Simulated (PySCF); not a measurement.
Start geometry of thiosalicylic acid, `c1cccc(c1C(O)=O)S` from GFN2-xTB (Å):
```
atom  x, y, z in Å
O1     2.552   -0.759   -1.109
C2     1.950    0.001   -0.391
O3     2.617    0.991    0.247
C4     0.493   -0.077   -0.163
C5    -0.141   -1.084   -0.906
C6    -1.494   -1.313   -0.828
C7    -2.268   -0.523    0.013
C8    -1.672    0.471    0.754
C9    -0.298    0.714    0.685
S10    0.236    2.026    1.729
H11    3.557    0.934    0.011
H12    0.484   -1.683   -1.552
H13   -1.948   -2.096   -1.415
H14   -3.333   -0.686    0.090
H15   -2.263    1.091    1.412
H16    1.522    2.000    1.411
```

Question: What comes out of this run: PBE0-D3(BJ)/def2-SVP geometry optimisation, gas phase in PySCF 2.14.0?

Answer: 
```
atom  x, y, z in Å
O1     2.5555   -0.7274   -1.1673
C2     1.9682   -0.0288   -0.3797
O3     2.6437    0.8592    0.3750
C4     0.4970   -0.0805   -0.1622
C5    -0.1431   -1.0757   -0.9249
C6    -1.5093   -1.2844   -0.8685
C7    -2.2792   -0.4774   -0.0280
C8    -1.6760    0.5112    0.7322
C9    -0.2872    0.7361    0.6889
S10    0.2277    2.0521    1.7398
H11    3.5747    0.7706    0.1167
H12    0.4927   -1.6827   -1.5716
H13   -1.9735   -2.0663   -1.4723
H14   -3.3608   -0.6185    0.0370
H15   -2.2858    1.1388    1.3870
H16    1.5479    1.9816    1.4882
```

The energy falls by 1.1 kcal/mol over 10 energy and gradient evaluations, the largest force component goes from 0.0161 to 1.8e-04 Eh/bohr, and the atoms move by 0.051 Å rms after alignment. The bond that changes most is S10–H16 (thiol sulfur to S–H hydrogen), which lengthens by 0.021 Å. Bonds longer at the end by more than 0.005 Å: 11 of 16; shorter: 1. Among the angles that change most is C2–O3–H11, from 108.6° to 105.8°. Rotational constants go from 1474, 1204, 662.9 to 1446, 1200, 656.0 MHz. The orientation of the end geometry is arbitrary; only internal coordinates are fixed.

The run used 174 basis functions and 73 SCF cycles in all.

Not checked by PBE0-D3(BJ)/def2-SVP frequencies. One conformer, not necessarily the lowest.
